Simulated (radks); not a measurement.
Sm2+, configuration [Xe] 4f6. Method: scalar-relativistic Kohn-Sham, r2SCAN, spin-polarised, spherical densities, finite nucleus; open shells are filled with parallel spins first (spin-orbit coupling, left out, can overturn this in heavy ions); meta-GGA in the generalised Kohn-Sham scheme; Fermi nuclear charge, rms radius 5.0819 fm; hard spherical wall at 2 bohr; computed with a radial shooting solver on a logarithmic mesh with Libxc functionals.

Normalised radial functions P(r) = r R(r), r in bohr:

| r | 5s up | 4f down |
|---|---|---|
| 0.0009166 | 0.0449 | 0.0000 |
| 0.001175 | 0.0551 | 0.0000 |
| 0.001505 | 0.0671 | 0.0000 |
| 0.001929 | 0.0813 | 0.0000 |
| 0.002472 | 0.0977 | 0.0000 |
| 0.003167 | 0.1160 | 0.0000 |
| 0.004059 | 0.1356 | 0.0000 |
| 0.005201 | 0.1554 | 0.0000 |
| 0.006665 | 0.1732 | 0.0000 |
| 0.008541 | 0.1856 | 0.0000 |
| 0.01095 | 0.1878 | 0.0000 |
| 0.01403 | 0.1735 | 0.0001 |
| 0.01797 | 0.1360 | 0.0002 |
| 0.02303 | 0.0697 | 0.0005 |
| 0.02952 | -0.0258 | 0.0012 |
| 0.03782 | -0.1402 | 0.0029 |
| 0.04847 | -0.2465 | 0.0068 |
| 0.06211 | -0.3006 | 0.0151 |
| 0.07959 | -0.2520 | 0.0322 |
| 0.102 | -0.0752 | 0.0655 |
| 0.1307 | 0.1880 | 0.1257 |
| 0.1675 | 0.4047 | 0.2251 |
| 0.2146 | 0.3986 | 0.3720 |
| 0.275 | 0.0869 | 0.5616 |
| 0.3524 | -0.3810 | 0.7691 |
| 0.4516 | -0.6509 | 0.9492 |
| 0.5788 | -0.4281 | 1.0480 |
| 0.7417 | 0.2227 | 1.0365 |
| 0.9504 | 0.8972 | 0.9320 |
| 1.218 | 1.1707 | 0.7533 |
| 1.561 | 0.8468 | 0.4653 |
| 2 | 0.0000 | 0.0000 |

5s up: eigenvalue -16.394 eV, 4 radial nodes at r = 0.0278, 0.110, 0.288, 0.688 bohr, <r> = 1.18 bohr, 90 % of the charge inside 1.58 bohr. 4f down (empty): eigenvalue 30.883 eV, 0 radial nodes, <r> = 0.845 bohr, 90 % of the charge inside 1.35 bohr.
